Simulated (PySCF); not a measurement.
## Shifts of the heteroatoms

Bonds (- single, = double, # triple, : aromatic): O1=C2 1.192 Å, C2-O3 1.314 Å, O3-Si4 1.669 Å, Si4-C5 1.913 Å, C5-C6 1.477 Å, C6-F7 1.350 Å, C6=C8 1.326 Å, C8-F9 1.333 Å, C8-F10 1.327 Å. C2 carries H11; Si4 carries H12, H13; C5 carries H14, H15.

Computational details: GIAO PBE0/pcSseg-1 shieldings, structure optimised with GFN2-xTB, in PySCF 2.14.0 with density-fitted response routines (one averaged value for each set of equivalent atoms, a single conformation, isolated molecule, non-relativistic).

(1) What are the ¹⁹F shifts?

(2) What are the ²⁹Si shifts?

(3) Predict the ¹⁷O NMR data.

Results:

(1) 
```
atoms       environment  σ (ppm)  δ (ppm)
  F10  vinylic fluorine    277.2   -104.1
   F9  vinylic fluorine    296.5   -121.5
   F7  vinylic fluorine    353.9   -173.4
```

Shieldings were converted by a linear fit to measured shifts: ¹⁹F: δ = 146.13 − 0.903σ +14.6 on sp3 carbon (rms 6.0 ppm, 223 shifts, 7.0 ppm with the 5 outliers that the fit left out vs CFCl3, solution or neat liquid). A few per cent of atoms miss by over 2 rms, more outside the fitted compound classes.

On a 400 MHz spectrometer ¹⁹F resonates near 376.4 MHz, so 1 ppm is 376.4 Hz.

(2) 
```
atoms                  environment  σ (ppm)  δ (ppm)
  Si4  silicon bonded to C, O, 2 H    368.7    -23.1
```

Shieldings were converted by a linear fit to measured shifts: ²⁹Si: δ = 279.94 − 0.822σ (rms 8.9 ppm, 72 shifts, 25.8 ppm with the 6 outliers that the fit left out vs TMS, solution or neat liquid). Occasional misses reach two or three times the rms, and more in compound classes unlike the fitted ones.

On a 300 MHz spectrometer ²⁹Si resonates near 59.6 MHz, so 1 ppm is 59.6 Hz.

(3) 
| atoms | environment | σ (ppm) | δ (ppm) |
| --- | --- | --- | --- |
| O1 | carbonyl oxygen | -130.9 | 385.9 |
| O3 | oxygen bonded to C, Si | 134.2 | 144.5 |

Shieldings were converted by a linear fit to measured shifts: ¹⁷O: δ = 266.70 − 0.911σ (rms 10.7 ppm, 155 shifts, 12.2 ppm with the 3 outliers that the fit left out vs liquid water, solution or neat liquid). Occasional misses reach two or three times the rms, and more in compound classes unlike the fitted ones.

On a 600 MHz spectrometer ¹⁷O resonates near 81.3 MHz, so 1 ppm is 81.3 Hz.
